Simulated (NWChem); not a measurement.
Species: SnHI, singlet; SMILES [SnH][I]

All runs: NWChem. Low-valent species are run as closed-shell singlets; no triplet was tried in these runs. Geometry: optimised at PBE0/def2-SVP. def2 effective core potentials on Sn, I; no spin-orbit coupling. Ions are spin-unrestricted doublets at the neutral geometry; other ion states weren't tried.

### Question
Order these by “−ε(HOMO) (eV)”, lowest first: r2SCAN/def2-SVPD; PBE0/def2-SVPD; B3LYP/def2-SVPD; BHandHLYP/def2-SVPD; PBE/def2-SVPD.

### Answer
PBE/def2-SVPD (5.78), r2SCAN/def2-SVPD (6.03), B3LYP/def2-SVPD (6.59), PBE0/def2-SVPD (6.78), BHandHLYP/def2-SVPD (7.64)
